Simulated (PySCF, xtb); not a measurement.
formaldehyde (CH2O), SMILES C=O.

GFN2-xTB run with xtb 6.7.1 at its own geometry gives an orbital gap of 3.62 eV and a dipole moment of 2.34 D.

The structure is a stationary point at PBE0-D3(BJ)/def2-TZVPD.

Question: What does M06-2X/def2-TZVPD (PySCF) give? (The exact figures need the calculation; the answer reports its results.)

Answer: gap 9.28 eV (levels -9.49 and -0.21 eV), dipole 2.44 D.
